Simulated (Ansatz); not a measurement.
This geometry of BFH2O + ClH (7 atoms, charge 0, multiplicity 1) is a first-order saddle point.

All numbers below come from RKS PBE0/cc-pVDZ (Ansatz 0.2.0).

```xyz
7
Properties=species:S:1:pos:R:3
B 0.038 0.047 0.160
O -0.106 -0.018 1.643
H -1.025 -0.206 1.885
F 1.256 -0.302 -0.244
H -0.937 -0.136 -0.517
Cl 0.118 2.287 0.472
H 0.007 1.213 1.560
```

Which two structures does it join? (They come from a converged band through this point; their orientation in space is the band's.)

Bonds broken: Cl6–H7. Bonds formed: B1–Cl6, O2–H7. BFH2O + ClH becomes BClFH3O.

First end point:

```xyz
7
Properties=species:S:1:pos:R:3
B -0.098 -0.576 -0.046
O -0.431 0.258 0.972
H -1.164 -0.075 1.503
F 0.904 -0.189 -0.829
H -0.666 -1.619 -0.251
Cl 0.566 3.119 2.066
H 0.244 1.967 1.545
```

Last end point:

```xyz
7
Properties=species:S:1:pos:R:3
B -0.100 0.384 0.001
O -0.361 -0.030 1.638
H -0.567 0.821 2.066
F 1.245 0.140 -0.108
H -0.853 -0.321 -0.618
Cl -0.531 2.173 0.017
H 0.520 -0.282 1.964
```

How far does it lie above each of them?

86.0 kJ/mol above the first and 66.8 kJ/mol above the second. This is the barrier of this one path; another mechanism may lie lower. The orbitals stay closed-shell, which can raise the energy where a bond breaks towards radicals; this wasn't checked here.

Time of the run: 5 min on 1 thread of Arm Neoverse V1 (shared host), peak memory 0.16 GiB.
